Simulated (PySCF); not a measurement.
**Assigning NMR signals**

Bonds: C1-C2, C2-C3, C3-Si4, Si4-C5, C5-C6, C5-C7, C5-C8, C8-N9. C1 carries H10, H11, H12; C2 carries H13, H14; C3 carries H15, H16; Si4 carries H17, H18; C6 carries H19, H20, H21; C7 carries H22, H23, H24; C8 carries H25; N9 carries H26.

No solvent, equivalent nuclei averaged, a single conformation, non-relativistic Hamiltonian. Shielding tensors at PBE0/pcSseg-1 (GIAO); geometry from GFN2-xTB; PySCF.

Scale: TMS for $^{13}$C (σref 186.93), $^{1}$H (σref 31.72) (reference shieldings calculated alike).

Problem. Assign these signals to the numbered atoms. $^{13}$C{$^{1}$H} NMR (computed): δ 183.1, 35.8, 23.1, 21.8, 20.9, 13.2.

Solution. 
183.1 → C8, carbon bonded to C, N, H
35.8 → C5, carbon bonded to 3 C, Si
23.1 → C6/C7, carbon bonded to C, 3 H
21.8 → C2, carbon bonded to 2 C, 2 H
20.9 → C1, carbon bonded to C, 3 H
13.2 → C3, carbon bonded to C, Si, 2 H

C6/C7 and C2; C2 and C1 lie closer than the usual error of such a calculation, so a measured spectrum could show them in the other order.

Problem. Assign these signals to the numbered atoms. $^{1}$H NMR (600 MHz, computed): δ 10.53 (br s, 1H), 8.44 (s, 1H), 3.90 (t, 2H), 1.28 (s, 6H), 1.21 (m, 2H), 1.08 (m, 3H), 0.66 (m, 2H).

Solution. 
10.53 → H26, hydrogen on a nitrogen bonded to C
8.44 → H25, hydrogen on a carbon bonded to C, N
3.90 → H17/H18, hydrogen on a silicon bonded to 2 C
1.28 → H19/H20/H21/H22/H23/H24, hydrogen on a carbon bonded to C
1.21 → H13/H14, hydrogen on a carbon bonded to 2 C
1.08 → H10/H11/H12, hydrogen on a carbon bonded to C
0.66 → H15/H16, hydrogen on a carbon bonded to C, Si

H19/H20/H21/H22/H23/H24 and H13/H14 lie closer than the usual error of such a calculation, so a measured spectrum could show them in the other order.

The OH or NH signal is concentration- and solvent-dependent in practice; the value given is the gas-phase one. Shifts are as computed. Against solution values, carbons near 30 ppm lie about +3 ppm off and those near 130 ppm about +5 ppm. Of 1211 compounds with measured shifts, 218 miss one by over three times the rms of a fit or turn the order of signals round; such compounds aren't used in these exercises. No couplings were computed; multiplicities are counted from neighbouring protons, with m where these are inequivalent, close in shift, in a saturated or five-membered ring or joined by F or P, and br s for small geminal =CH2 splittings.
